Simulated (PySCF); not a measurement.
C2H6N, doublet, at a GFN2-xTB geometry; R2SCAN/STO-3G (PySCF).

Here is a job for PySCF.
```python
from pyscf import gto, scf, dft

mol = gto.Mole()
mol.atom = '''
    C     1.231296   -0.256698   -0.096553
    C    -0.057991    0.173937    0.499408
    N    -1.201007    0.149662   -0.310170
    H     1.647232    0.488635   -0.788645
    H     1.968133   -0.422047    0.687336
    H     1.103384   -1.183652   -0.657212
    H    -0.055250    0.947582    1.249310
    H    -2.066681    0.263625    0.198966
    H    -1.229596   -0.645216   -0.935699
'''
mol.basis = 'sto-3g'
mol.charge = 0
mol.spin = 1
mol.verbose = 4
mol.build()

mf = dft.UKS(mol)
mf.xc = 'r2scan'
mf.kernel()
```

The log (banner, timings and long lists left out):

```
PySCF version 2.14.0

[INPUT] verbose = 4
[INPUT] num. atoms = 9
[INPUT] num. electrons = 25
[INPUT] charge = 0
[INPUT] spin (= nelec alpha-beta = 2S) = 1
[INPUT] symmetry False subgroup None
[INPUT] Mole.unit = angstrom
[INPUT] Symbol           X                Y                Z      unit          X                Y                Z       unit  Magmom
[INPUT]  1 C      1.231296000000  -0.256698000000  -0.096553000000 AA    2.326812218272  -0.485088916724  -0.182458726505 Bohr   0.0
[INPUT]  2 C     -0.057991000000   0.173937000000   0.499408000000 AA   -0.109587107690   0.328693292928   0.943744344417 Bohr   0.0
[INPUT]  3 N     -1.201007000000   0.149662000000  -0.310170000000 AA   -2.269574303686   0.282820191255  -0.586136352056 Bohr   0.0
[INPUT]  4 H      1.647232000000   0.488635000000  -0.788645000000 AA    3.112817343620   0.923386324877  -1.490323059508 Bohr   0.0
[INPUT]  5 H      1.968133000000  -0.422047000000   0.687336000000 AA    3.719232346719  -0.797553241694   1.298876795554 Bohr   0.0
[INPUT]  6 H      1.103384000000  -1.183652000000  -0.657212000000 AA    2.085093570227  -2.236778106794  -1.241950685778 Bohr   0.0
[INPUT]  7 H     -0.055250000000   0.947582000000   1.249310000000 AA   -0.104407368382   1.790670460568   2.360853744680 Bohr   0.0
[INPUT]  8 H     -2.066681000000   0.263625000000   0.198966000000 AA   -3.905461076842   0.498179049588   0.375991248100 Bohr   0.0
[INPUT]  9 H     -1.229596000000  -0.645216000000  -0.935699000000 AA   -2.323599683861  -1.219281531187  -1.768214845029 Bohr   0.0

nuclear repulsion = 76.5135903242504
number of shells = 15
number of NR pGTOs = 63
number of NR cGTOs = 21
basis = sto-3g
ecp = {}

******** <class 'pyscf.dft.uks.UKS'> ********
method = UKS
initial guess = minao
damping factor = 0
level_shift factor = 0
DIIS = <class 'pyscf.scf.diis.CDIIS'>
diis_start_cycle = 1
diis_space = 8
diis_damp = 0
SCF conv_tol = 1e-09
SCF conv_tol_grad = None
SCF max_cycles = 50
direct_scf = True
direct_scf_tol = 1e-13
number electrons alpha = 13  beta = 12
XC library pyscf.dft.libxc version 7.1.2
    S. Lehtola, C. Steigemann, M. J. T. Oliveira, and M. A. L. Marques,  SoftwareX 7, 1–5 (2018)
XC functionals = r2scan
    J. W. Furness, A. D. Kaplan, J. Ning, J. P. Perdew, and J. Sun,  J. Phys. Chem. Lett. 11, 8208–8215 (2020)
    J. W. Furness, A. D. Kaplan, J. Ning, J. P. Perdew, and J. Sun,  J. Phys. Chem. Lett. 11, 9248–9248 (2020)
    J. W. Furness, A. D. Kaplan, J. Ning, J. P. Perdew, and J. Sun,  J. Phys. Chem. Lett. 11, 8208–8215 (2020)
    J. W. Furness, A. D. Kaplan, J. Ning, J. P. Perdew, and J. Sun,  J. Phys. Chem. Lett. 11, 9248–9248 (2020)
radial grids:
    Treutler-Ahlrichs [JCP 102, 346 (1995); DOI:10.1063/1.469408] (M4) radial grids

becke partition: Becke, JCP 88, 2547 (1988); DOI:10.1063/1.454033
pruning grids: <function nwchem_prune>
grids dens level: 3
symmetrized grids: False
atomic radii adjust function: <function treutler_atomic_radii_adjust>
small_rho_cutoff = 0
Set gradient conv threshold to 3.16228e-05
tot grids = 100992
init E= -132.903506634235

cycle= 1 E= -132.728605530716  delta_E= 0.175  |g|= 0.184  |ddm|= 2.57
cycle= 2 E= -132.738600726311  delta_E= -0.01  |g|= 0.149  |ddm|= 0.458
cycle= 3 E= -132.752575373176  delta_E= -0.014  |g|= 0.0286  |ddm|= 0.225
cycle= 4 E= -132.753060597355  delta_E= -0.000485  |g|= 0.00679  |ddm|= 0.0447
cycle= 5 E= -132.753105945253  delta_E= -4.53e-05  |g|= 0.00228  |ddm|= 0.0151
cycle= 6 E= -132.753110370462  delta_E= -4.43e-06  |g|= 0.000937  |ddm|= 0.00498
cycle= 7 E= -132.753111017197  delta_E= -6.47e-07  |g|= 0.000182  |ddm|= 0.00165
cycle= 8 E= -132.753111052201  delta_E= -3.5e-08  |g|= 4.19e-05  |ddm|= 0.000435
cycle= 9 E= -132.753111054232  delta_E= -2.03e-09  |g|= 9.25e-06  |ddm|= 0.000109
cycle= 10 E= -132.753111054361  delta_E= -1.29e-10  |g|= 2.9e-06  |ddm|= 2.79e-05
Extra cycle  E= -132.753111054364  delta_E= -2.9e-12  |g|= 2.73e-06  |ddm|= 7.74e-06
converged SCF energy = -132.753111054364  <S^2> = 0.75290392  2S+1 = 2.0029018
```
